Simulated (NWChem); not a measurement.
System: AlCl2F; SMILES [Cl][Al]([F])[Cl]

NWChem input:

```
start job
memory heap 200 mb stack 900 mb global 1100 mb
geometry units angstroms noautosym nocenter noautoz
  Al     0.000000     0.000000     0.335182
  F      0.000000     0.000000     1.985458
  Cl    -1.810871     0.000000    -0.672848
  Cl     1.810871     0.000000    -0.672848
end
basis spherical
  * library cc-pvtz
end
dft
  xc hfexch
  iterations 150
end
property
  efieldgrad
end
task dft property
```

Coordinates come from a PBE0/def2-SVP optimisation.

Vzz is the largest principal value of the second derivative of the potential at the nucleus (NWChem prints the opposite sign); η is the asymmetry. Non-relativistic.

Atoms are numbered as in the input.

**Question.** What results follow from this input? (Hartree-Fock/cc-pVTZ.) Quantities: Vzz Al1 (a.u.); η Al1; Vzz Cl4 (a.u.); η Cl4.

**Answer.** 
| Quantity | Result |
|---|---|
| Vzz Al1 (a.u.) | 1.007 |
| η Al1 | 0.16 |
| Vzz Cl4 (a.u.) | 1.308 |
| η Cl4 | 0.35 |
